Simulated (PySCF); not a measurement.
## Dipole response of Rh⁺ (rhodium, charge +1)

[Kr] 4d8, high-spin 3F determinant. Calculation: PySCF 2.14, in aug-cc-pwCVDZ-PP with ECP28MDF (6s6p5d3f, 70 functions); a scalar-relativistic core potential. Coupled (time-dependent) response in atomic units; α is the mean over directions. A double-zeta set is small for polarisabilities.

```tsv
method	mean α (bohr³)	C₆ (like pair)	S(−4)
BLYP	13.14	77.90	93.08
```

S(−4) is the Cauchy moment in α(ω) = α(0) + S(−4) ω² + …

Spin-orbit coupling is absent.

α(iu) at BLYP:

```json
{"u (hartree)": "0", "α(iu) (bohr³)": "13.14"}
{"u (hartree)": "0.0500", "α(iu) (bohr³)": "12.92"}
{"u (hartree)": "0.100", "α(iu) (bohr³)": "12.32"}
{"u (hartree)": "0.200", "α(iu) (bohr³)": "10.65"}
{"u (hartree)": "0.300", "α(iu) (bohr³)": "9.110"}
{"u (hartree)": "0.500", "α(iu) (bohr³)": "7.017"}
{"u (hartree)": "0.750", "α(iu) (bohr³)": "5.442"}
{"u (hartree)": "1.00", "α(iu) (bohr³)": "4.363"}
{"u (hartree)": "1.50", "α(iu) (bohr³)": "2.934"}
{"u (hartree)": "2.00", "α(iu) (bohr³)": "2.069"}
{"u (hartree)": "3.00", "α(iu) (bohr³)": "1.159"}
{"u (hartree)": "5.00", "α(iu) (bohr³)": "0.4978"}
```

A single London oscillator, α(iu) = α/(1 + u²/ω²), gives C₆ = (3/4) ω α². Matching the computed C₆ needs ω = 4 × 77.90 / (3 × 13.14²) = 0.602 hartree.

For an ion, C₆ is the dispersion term alone; charge-induced terms of lower order in 1/R come first.

Energies and moments cover only the electrons outside the core potential.
